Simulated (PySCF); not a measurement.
# How the method changes the shape and vibrations of BFH3NSi

These are calculations, not measurements. The program is PySCF 2.14.0, an open-source quantum chemistry code, run on an isolated molecule that a program drew, which may never have been made. The molecule is BFH3NSi (charge 0, singlet), drawn as the SMILES string `N=B[SiH2]F`.

The geometry was optimised and harmonic frequencies were computed with HF and MP2, all in the cc-pV(D+d)Z basis, for the commonest isotopes, with a restricted reference for singlets and an unrestricted one otherwise, and a frozen core in MP2. Each result is a local minimum of its method.

Geometry at the HF minimum:
```xyz
7
BFH3NSi, angstrom
N    -3.2412   -1.1082    0.2148
B    -2.5808   -0.8276    1.2100
Si   -1.4680   -0.3474    2.8038
F    -2.2319   -0.8456    4.1380
H    -3.7814   -1.3396   -0.5769
H    -1.2959    1.1108    2.9004
H    -0.1622   -1.0237    2.7525
```

Lengths of the bonds as drawn, in Å (atoms numbered as above):
| bond | HF | MP2 |
|---|---|---|
| N1-B2 | 1.227 | 1.257 |
| B2-Si3 | 2.002 | 1.988 |
| Si3-F4 | 1.616 | 1.637 |
| N1-H5 | 0.986 | 1.003 |
| Si3-H6 | 1.471 | 1.477 |
| Si3-H7 | 1.471 | 1.477 |

Rotational constants, in GHz:
| constant | HF | MP2 |
|---|---|---|
| A | 18 | 17.85 |
| B | 2.839 | 2.796 |
| C | 2.525 | 2.487 |

Harmonic frequencies in cm^-1, each column in rising order, so a row needn't be the same motion in every method:
| rank | HF | MP2 |
|---|---|---|
| 1 | 155 | 138 |
| 2 | 255 | 220 |
| 3 | 394 | 358 |
| 4 | 551 | 504 |
| 5 | 572 | 521 |
| 6 | 586 | 542 |
| 7 | 656 | 623 |
| 8 | 797 | 766 |
| 9 | 884 | 849 |
| 10 | 980 | 946 |
| 11 | 1034 | 986 |
| 12 | 2093 | ? |
| 13 | 2362 | 2310 |
| 14 | 2364 | 2315 |
| 15 | 4077 | 3855 |

**Estimate the missing MP2 frequency from the HF column.**

A single factor s that minimises the squared misfit of MP2 against s times HF over the other rows is sum(HF x MP2) / sum(HF^2) = 0.9571, with an rms misfit of 27 cm^-1. For rank 12 it gives 0.9571 x 2093 = 2003 cm^-1. The calculation gives 1902 cm^-1, 101 cm^-1 below the estimate. The drawn bonds are on average 0.9 % longer in MP2 than in HF.
